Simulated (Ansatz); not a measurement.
Relaxation of CH5AlBF (9 atoms, charge 0, multiplicity 1), to a largest force component of 0.02 eV/Å in at most 50 steps.

Computed with RKS CAM-B3LYP/cc-pVDZ (Ansatz 0.2.0).

```xyz
9
Properties=species:S:1:pos:R:3:forces:R:3
F -0.856 1.678 -0.654 -0.38 3.30 -0.15
C 0.380 1.272 -0.443 -0.30 -4.11 5.54
B 0.384 -0.309 -0.523 2.34 2.94 -3.07
Al -0.591 -1.431 0.838 -1.09 0.33 1.09
H -0.370 0.240 -1.230 -2.54 -3.57 -2.25
H 0.724 1.629 0.557 0.72 2.07 -1.04
H 1.112 -0.852 -1.314 0.60 -0.68 0.58
H -0.569 -3.019 0.768 0.12 0.09 -0.10
H -1.554 -0.700 1.992 0.53 -0.36 -0.59
```

Question: Where does it end, and by what steps?

Answer: The forces met the threshold. The force dipped under the threshold on the way, but the program's further checks kept it going. After 15 steps the energy has fallen by 4.775 eV; H5 moved furthest, 0.95 Å. Joined: C2–Al4 (3.15 → 2.31 Å).

```tsv
step	energy less start (eV)	largest force component (eV/Å)	accepted
0	0.0000	5.543	yes
1	-2.3292	3.160	yes
2	-3.3894	1.581	yes
3	-3.9584	1.530	yes
4	-4.3456	0.809	yes
5	-4.5621	0.803	yes
6	-4.6793	0.427	yes
7	-4.7225	0.459	yes
8	-4.7519	0.231	yes
9	-4.7641	0.153	yes
10	-4.7708	0.128	yes
11	-4.7737	0.078	yes
12	-4.7730	0.083	no
13	-4.7743	0.020	yes
14	-4.7744	0.022	yes
15	-4.7745	0.012	yes
```

```xyz
9
Properties=species:S:1:pos:R:3
F -0.811 1.715 0.207
C 0.282 0.937 -0.059
B 0.286 -0.145 -1.033
Al -0.667 -1.015 0.735
H -0.810 -0.583 -1.404
H 1.159 1.339 0.461
H 1.286 -0.760 -1.274
H -0.059 -2.458 0.956
H -2.005 -0.522 1.400
```

Time of the run: 36 s on 2 threads of Intel(R) Xeon(R) 6975P-C (Granite Rapids), on a shared host, peak memory 0.21 GiB.
